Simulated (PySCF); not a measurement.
Cd(H)(OH) (CdH2O), SMILES [OH][CdH].

Coordinates come from a PBE0-D3(BJ)/def2-TZVP optimisation. The def2 effective core potentials stand for the cores of Cd; spin–orbit coupling is left out.

Method: TDDFT-LC-ωPBE/def2-TZVPD run with PySCF 2.14.0.

Vertical excitations. Gas-phase values at a fixed geometry. State labels are in the subgroup Cs.

Computed lowest excited states:
```
state  symmetry  energy (eV)  λ (nm)      f                                                                  main pairs
-----  --------  -----------  ------  -----  --------------------------------------------------------------------------
S1           A"         6.19     200  0.036                                            HOMO→LUMO 76 %, HOMO→LUMO+1 17 %
S2           A'         6.91     180  0.051                                          HOMO−1→LUMO 51 %, HOMO→LUMO+2 31 %
S3           A"         6.97     178  0.003                                            HOMO→LUMO+1 77 %, HOMO→LUMO 18 %
S4           A'         7.30     170  0.061                                                          HOMO−1→LUMO+1 80 %
S5           A"         7.36     168  0.027                                                          HOMO−1→LUMO+2 96 %
S6           A'         7.63     163  0.118                      HOMO→LUMO+2 60 %, HOMO−1→LUMO 21 %, HOMO−2→LUMO+1 10 %
S7           A'         8.19     151  0.297                                        HOMO−2→LUMO 74 %, HOMO−2→LUMO+1 15 %
S8           A"         8.35     148  0.360                                                          HOMO−2→LUMO+2 93 %
S9           A"         8.48     146  0.003                                                            HOMO→LUMO+3 89 %
S10          A'         8.55     145  0.407                                                          HOMO−2→LUMO+1 60 %
T1           A"         5.69     218      0                                            HOMO→LUMO 66 %, HOMO→LUMO+1 23 %
T2           A'         6.04     205      0                                        HOMO−1→LUMO 67 %, HOMO−1→LUMO+1 17 %
T3           A'         6.61     188      0                       HOMO−2→LUMO 44 %, HOMO→LUMO+2 36 %, HOMO−2→LUMO+3 7 %
T4           A'         6.67     186      0  HOMO−1→LUMO+1 34 %, HOMO−2→LUMO+1 25 %, HOMO→LUMO+2 12 %, HOMO−2→LUMO 10 %
```
Triplets are in the Tamm–Dancoff approximation, which puts them higher than full response would, so one can lie above its singlet here.
